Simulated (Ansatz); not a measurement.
Ansatz (a first-principles code) input (HF/3-21G): The .json file is the Basis Set Exchange's 3-21G.

Ansatz 0.2 input:
```yaml
crystal:
  periodic: [false, false, false]
  atoms:
    - {symbol: C, position_ang: [-1.81200635, 0.03128165, -0.55402247]}
    - {symbol: N, position_ang: [-0.61102781, -0.72308574, -0.21980276]}
    - {symbol: B, position_ang: [0.65960527, -0.07649675, 0.30422263]}
    - {symbol: O, position_ang: [1.45451085, -0.59950881, 1.17256036]}
    - {symbol: O, position_ang: [0.85046517, 1.22012647, -0.36911208]}
    - {symbol: H, position_ang: [-2.54917942, 0.08009617, 0.25522083]}
    - {symbol: H, position_ang: [-1.51148698, 1.04798653, -0.76669242]}
    - {symbol: H, position_ang: [-2.33657583, -0.35705718, -1.43207532]}
    - {symbol: H, position_ang: [-0.79910130, -1.63168022, 0.16017371]}
    - {symbol: H, position_ang: [0.60774188, 1.15210759, -1.30257210]}
basis:
  gaussian:
    orbitals: 3-21G.json
hamiltonian:
  xc: {name: HF}
total_charge: -1
phonons: {temperatures: {t_min: 298.15, t_max: 298.15, t_step: 100}}
```

Output:

```
Functional definition: HF
integrals: 0.01 GiB planned
707 factors; integrals over basis functions are off by at most 5.2e-4 eV
mean field: 0.13 GiB planned
mean field evaluation 1: about -7295.5555 eV, gradient 3.8e1 eV
mean field evaluation 2: about -7295.8004 eV, gradient 3.8e1 eV
mean field evaluation 4: about -7299.2790 eV, gradient 3.2e0 eV
mean field evaluation 8: about -7299.3295 eV, gradient 1.1e-1 eV
mean field -7299.32960010 eV, -268.2454151402 hartree, gradient 3.1e-5 eV, S^2 0.000000; 0 other end points of the search recorded, 0 dependent functions left out
the calculation of the forces begins
reference -7299.32960010 eV, -268.2454151402 hartree; 20, 20 occupied and 35, 35 virtual orbitals, 707 factors
these checks for a lower state are left out or cut short: stability, starts, cluster_reference, orbital_swaps, neighbouring_geometries, increment
integrals: 0.01 GiB planned
707 factors; integrals over basis functions are off by at most 5.3e-4 eV
mean field: 0.13 GiB planned
mean field evaluation 16: about -7299.3294 eV, gradient 2.1e-3 eV
mean field -7299.32943234 eV, -268.2454089752 hartree, gradient 1.8e-6 eV, S^2 0.000000; 0 other end points of the search recorded, 0 dependent functions left out
the calculation of the forces begins
reference -7299.32943234 eV, -268.2454089752 hartree; 20, 20 occupied and 35, 35 virtual orbitals, 707 factors
these checks for a lower state are left out or cut short: stability, starts, cluster_reference, orbital_swaps, neighbouring_geometries, increment
integrals: 0.01 GiB planned
707 factors; integrals over basis functions are off by at most 5.2e-4 eV
mean field: 0.13 GiB planned
mean field -7299.32943704 eV, -268.2454091480 hartree, gradient 1.8e-6 eV, S^2 0.000000; 0 other end points of the search recorded, 0 dependent functions left out
the calculation of the forces begins
reference -7299.32943704 eV, -268.2454091480 hartree; 20, 20 occupied and 35, 35 virtual orbitals, 707 factors
these checks for a lower state are left out or cut short: stability, starts, cluster_reference, orbital_swaps, neighbouring_geometries, increment
integrals: 0.01 GiB planned
707 factors; integrals over basis functions are off by at most 5.3e-4 eV
mean field: 0.13 GiB planned
mean field evaluation 32: about -7298.9747 eV, gradient 3.8e-3 eV
mean field -7299.32941439 eV, -268.2454083158 hartree, gradient 1.8e-6 eV, S^2 0.000000; 0 other end points of the search recorded, 0 dependent functions left out
the calculation of the forces begins
reference -7299.32941439 eV, -268.2454083158 hartree; 20, 20 occupied and 35, 35 virtual orbitals, 707 factors
these checks for a lower state are left out or cut short: stability, starts, cluster_reference, orbital_swaps, neighbouring_geometries, increment
integrals: 0.01 GiB planned
707 factors; integrals over basis functions are off by at most 5.2e-4 eV
mean field: 0.13 GiB planned
mean field -7299.32941110 eV, -268.2454081949 hartree, gradient 1.8e-6 eV, S^2 0.000000; 0 other end points of the search recorded, 0 dependent functions left out
the calculation of the forces begins
reference -7299.32941110 eV, -268.2454081949 hartree; 20, 20 occupied and 35, 35 virtual orbitals, 707 factors
these checks for a lower state are left out or cut short: stability, starts, cluster_reference, orbital_swaps, neighbouring_geometries, increment
integrals: 0.01 GiB planned
707 factors; integrals over basis functions are off by at most 5.2e-4 eV
mean field: 0.13 GiB planned
mean field -7299.32942353 eV, -268.2454086514 hartree, gradient 1.8e-6 eV, S^2 0.000000; 0 other end points of the search recorded, 0 dependent functions left out
the calculation of the forces begins
reference -7299.32942353 eV, -268.2454086514 hartree; 20, 20 occupied and 35, 35 virtual orbitals, 707 factors
these checks for a lower state are left out or cut short: stability, starts, cluster_reference, orbital_swaps, neighbouring_geometries, increment
integrals: 0.01 GiB planned
707 factors; integrals over basis functions are off by at most 5.2e-4 eV
mean field: 0.13 GiB planned
mean field evaluation 64: about -7299.3294 eV, gradient 1.5e-4 eV
mean field -7299.32942483 eV, -268.2454086993 hartree, gradient 1.8e-6 eV, S^2 0.000000; 0 other end points of the search recorded, 0 dependent functions left out
the calculation of the forces begins
reference -7299.32942483 eV, -268.2454086993 hartree; 20, 20 occupied and 35, 35 virtual orbitals, 707 factors
these checks for a lower state are left out or cut short: stability, starts, cluster_reference, orbital_swaps, neighbouring_geometries, increment
integrals: 0.01 GiB planned
707 factors; integrals over basis functions are off by at most 5.2e-4 eV
mean field: 0.13 GiB planned
[...]
integrals: 0.01 GiB planned
707 factors; integrals over basis functions are off by at most 5.2e-4 eV
mean field: 0.13 GiB planned
mean field evaluation 448: about -7299.3295 eV, gradient 2.1e-3 eV
mean field -7299.32957358 eV, -268.2454141660 hartree, gradient 1.8e-6 eV, S^2 0.000000; 0 other end points of the search recorded, 0 dependent functions left out
the calculation of the forces begins
reference -7299.32957358 eV, -268.2454141660 hartree; 20, 20 occupied and 35, 35 virtual orbitals, 707 factors
these checks for a lower state are left out or cut short: stability, starts, cluster_reference, orbital_swaps, neighbouring_geometries, increment
integrals: 0.01 GiB planned
707 factors; integrals over basis functions are off by at most 5.2e-4 eV
mean field: 0.13 GiB planned
mean field -7299.32957359 eV, -268.2454141660 hartree, gradient 1.8e-6 eV, S^2 0.000000; 0 other end points of the search recorded, 0 dependent functions left out
the calculation of the forces begins
reference -7299.32957359 eV, -268.2454141660 hartree; 20, 20 occupied and 35, 35 virtual orbitals, 707 factors
these checks for a lower state are left out or cut short: stability, starts, cluster_reference, orbital_swaps, neighbouring_geometries, increment
integrals: 0.01 GiB planned
707 factors; integrals over basis functions are off by at most 5.2e-4 eV
mean field: 0.13 GiB planned
mean field -7299.32947475 eV, -268.2454105338 hartree, gradient 1.8e-6 eV, S^2 0.000000; 0 other end points of the search recorded, 0 dependent functions left out
the calculation of the forces begins
reference -7299.32947475 eV, -268.2454105338 hartree; 20, 20 occupied and 35, 35 virtual orbitals, 707 factors
these checks for a lower state are left out or cut short: stability, starts, cluster_reference, orbital_swaps, neighbouring_geometries, increment
integrals: 0.01 GiB planned
707 factors; integrals over basis functions are off by at most 5.2e-4 eV
mean field: 0.13 GiB planned
mean field evaluation 480: about -7299.3295 eV, gradient 1.8e-6 eV
mean field -7299.32947343 eV, -268.2454104853 hartree, gradient 1.8e-6 eV, S^2 0.000000; 0 other end points of the search recorded, 0 dependent functions left out
the calculation of the forces begins
reference -7299.32947343 eV, -268.2454104853 hartree; 20, 20 occupied and 35, 35 virtual orbitals, 707 factors
these checks for a lower state are left out or cut short: stability, starts, cluster_reference, orbital_swaps, neighbouring_geometries, increment
integrals: 0.01 GiB planned
707 factors; integrals over basis functions are off by at most 5.2e-4 eV
mean field: 0.13 GiB planned
mean field -7299.32957378 eV, -268.2454141733 hartree, gradient 1.8e-6 eV, S^2 0.000000; 0 other end points of the search recorded, 0 dependent functions left out
the calculation of the forces begins
reference -7299.32957378 eV, -268.2454141733 hartree; 20, 20 occupied and 35, 35 virtual orbitals, 707 factors
these checks for a lower state are left out or cut short: stability, starts, cluster_reference, orbital_swaps, neighbouring_geometries, increment
integrals: 0.01 GiB planned
707 factors; integrals over basis functions are off by at most 5.2e-4 eV
mean field: 0.13 GiB planned
mean field -7299.32957578 eV, -268.2454142465 hartree, gradient 1.8e-6 eV, S^2 0.000000; 0 other end points of the search recorded, 0 dependent functions left out
the calculation of the forces begins
reference -7299.32957578 eV, -268.2454142465 hartree; 20, 20 occupied and 35, 35 virtual orbitals, 707 factors
these checks for a lower state are left out or cut short: stability, starts, cluster_reference, orbital_swaps, neighbouring_geometries, increment
integrals: 0.01 GiB planned
707 factors; integrals over basis functions are off by at most 5.2e-4 eV
mean field: 0.13 GiB planned
mean field -7299.32958638 eV, -268.2454146363 hartree, gradient 1.8e-6 eV, S^2 0.000000; 0 other end points of the search recorded, 0 dependent functions left out
the calculation of the forces begins
reference -7299.32958638 eV, -268.2454146363 hartree; 20, 20 occupied and 35, 35 virtual orbitals, 707 factors
these checks for a lower state are left out or cut short: stability, starts, cluster_reference, orbital_swaps, neighbouring_geometries, increment
integrals: 0.01 GiB planned
707 factors; integrals over basis functions are off by at most 5.2e-4 eV
mean field: 0.13 GiB planned
mean field evaluation 512: about -7299.3296 eV, gradient 1.3e-2 eV
mean field -7299.32958883 eV, -268.2454147261 hartree, gradient 1.8e-6 eV, S^2 0.000000; 0 other end points of the search recorded, 0 dependent functions left out
the calculation of the forces begins
reference -7299.32958883 eV, -268.2454147261 hartree; 20, 20 occupied and 35, 35 virtual orbitals, 707 factors
these checks for a lower state are left out or cut short: stability, starts, cluster_reference, orbital_swaps, neighbouring_geometries, increment
integrals: 0.01 GiB planned
707 factors; integrals over basis functions are off by at most 5.2e-4 eV
mean field: 0.13 GiB planned
mean field -7299.32958844 eV, -268.2454147119 hartree, gradient 1.8e-6 eV, S^2 0.000000; 0 other end points of the search recorded, 0 dependent functions left out
the calculation of the forces begins
reference -7299.32958844 eV, -268.2454147119 hartree; 20, 20 occupied and 35, 35 virtual orbitals, 707 factors
these checks for a lower state are left out or cut short: stability, starts, cluster_reference, orbital_swaps, neighbouring_geometries, increment
integrals: 0.01 GiB planned
707 factors; integrals over basis functions are off by at most 5.2e-4 eV
mean field: 0.13 GiB planned
mean field -7299.32959048 eV, -268.2454147869 hartree, gradient 1.8e-6 eV, S^2 0.000000; 0 other end points of the search recorded, 0 dependent functions left out
the calculation of the forces begins
reference -7299.32959048 eV, -268.2454147869 hartree; 20, 20 occupied and 35, 35 virtual orbitals, 707 factors
these checks for a lower state are left out or cut short: stability, starts, cluster_reference, orbital_swaps, neighbouring_geometries, increment
integrals: 0.01 GiB planned
707 factors; integrals over basis functions are off by at most 5.2e-4 eV
mean field: 0.13 GiB planned
mean field -7299.32944922 eV, -268.2454095958 hartree, gradient 1.8e-6 eV, S^2 0.000000; 0 other end points of the search recorded, 0 dependent functions left out
the calculation of the forces begins
reference -7299.32944922 eV, -268.2454095958 hartree; 20, 20 occupied and 35, 35 virtual orbitals, 707 factors
these checks for a lower state are left out or cut short: stability, starts, cluster_reference, orbital_swaps, neighbouring_geometries, increment
integrals: 0.01 GiB planned
707 factors; integrals over basis functions are off by at most 5.2e-4 eV
mean field: 0.13 GiB planned
mean field evaluation 544: about -7298.9711 eV, gradient 1.3e0 eV
mean field -7299.32944846 eV, -268.2454095677 hartree, gradient 1.8e-6 eV, S^2 0.000000; 0 other end points of the search recorded, 0 dependent functions left out
the calculation of the forces begins
reference -7299.32944846 eV, -268.2454095677 hartree; 20, 20 occupied and 35, 35 virtual orbitals, 707 factors
Total energy: -7299.32960010 eV, -268.2454151402 hartree
Atom 0 at    -1.812006     0.031282    -0.554022 Å, force    -0.000924     0.000847    -0.000283 eV/Å
Atom 1 at    -0.611028    -0.723086    -0.219803 Å, force    -0.000615    -0.000543     0.000964 eV/Å
Atom 2 at     0.659605    -0.076497     0.304223 Å, force     0.002982    -0.002748    -0.000294 eV/Å
Atom 3 at     1.454511    -0.599509     1.172560 Å, force    -0.001918     0.001882    -0.000659 eV/Å
Atom 4 at     0.850465     1.220126    -0.369112 Å, force     0.000066     0.000787     0.000306 eV/Å
Atom 5 at    -2.549179     0.080096     0.255221 Å, force     0.001283    -0.000276    -0.001178 eV/Å
Atom 6 at    -1.511487     1.047987    -0.766692 Å, force    -0.000962    -0.000939    -0.000055 eV/Å
Atom 7 at    -2.336576    -0.357057    -1.432075 Å, force     0.000632     0.000922     0.001101 eV/Å
Atom 8 at    -0.799101    -1.631680     0.160174 Å, force    -0.000019     0.000485    -0.000374 eV/Å
Atom 9 at     0.607742     1.152108    -1.302572 Å, force    -0.000525    -0.000417     0.000471 eV/Å
Dipole moment:    -1.190616     0.075271    -0.798193 e Å
Vibrations: 91.74 174.53 247.53 376.24 475.85 505.80 670.12 726.12 800.14 1057.95 1115.71 1180.93 1231.25 1249.93 1535.89 1598.00 1689.64 1708.23 1797.91 3060.95 3078.11 3265.27 3723.55 3841.58 cm⁻¹, zero-point energy 2.182305 eV
```

The blocks after the first are displaced geometries, from whose forces the wavenumbers follow.

The dipole moment of an ion depends on the origin.
